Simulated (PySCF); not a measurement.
Basis set benchmark on one molecule

Molecule: `O=C(Cl)C1=CSC=C1`, C5H3ClOS.

Bonds (- single, = double, # triple, : aromatic): O1=C2 1.187 Å, C2-Cl3 1.791 Å, C2-C4 1.467 Å, C4:C5 1.431 Å, C5:C6 1.364 Å, C6:S7 1.724 Å, S7:C8 1.703 Å, C8:C4 1.379 Å. C5 carries H9; C6 carries H10; C8 carries H11.

Geometry PBE0-D3(BJ)/def2-SVP throughout; GIAO in PySCF 2.14.0 with density-fitted response routines, gas phase, one conformer, non-relativistic; equivalent atoms averaged; functional PBE0.

Reference values (estimated from measurements, as parent shift plus tabulated substituent increments; solution, not stated per compound (mostly CDCl3 or CCl4); Pretsch, Buehlmann, Badertscher, Structure Determination of Organic Compounds, 4th ed. (2009)): δ(H11) = 8.25 ppm, δ(H9) = 7.46 ppm, δ(H10) = 7.23 ppm. Computed shifts are taken against TMS, calculated as an isolated molecule at each level.

**Question.** How do the basis sets cc-pVDZ, def2-SVP, aug-cc-pVDZ, def2-TZVP, cc-pVTZ, IGLO-III perform against the reference? Times are CPU seconds on 1 thread of an Arm Neoverse V2, shared host.

**Answer.** 
```
  basis set  functions   H11    H9   H10  mean abs. error H  core-s
    cc-pVDZ        135  8.13  7.52  7.08               0.11      15
   def2-SVP        135  8.05  7.52  6.91               0.19      13
aug-cc-pVDZ        219  8.71  7.83  7.42               0.34      31
  def2-TZVP        278  8.56  7.85  7.34               0.27      45
    cc-pVTZ        290  8.55  7.76  7.33               0.23      49
   IGLO-III        328  8.61  7.80  7.33               0.27      54
```

For 1H the closest is cc-pVDZ (0.11 ppm) and the furthest aug-cc-pVDZ (0.34 ppm). Where a smaller basis beats a larger one, errors probably cancel. One molecule is a small sample, and vibrational and solvent effects are absent from the calculation.

A small basis that lands close on one nucleus may do so by chance; judge by the trend and by all nuclei.
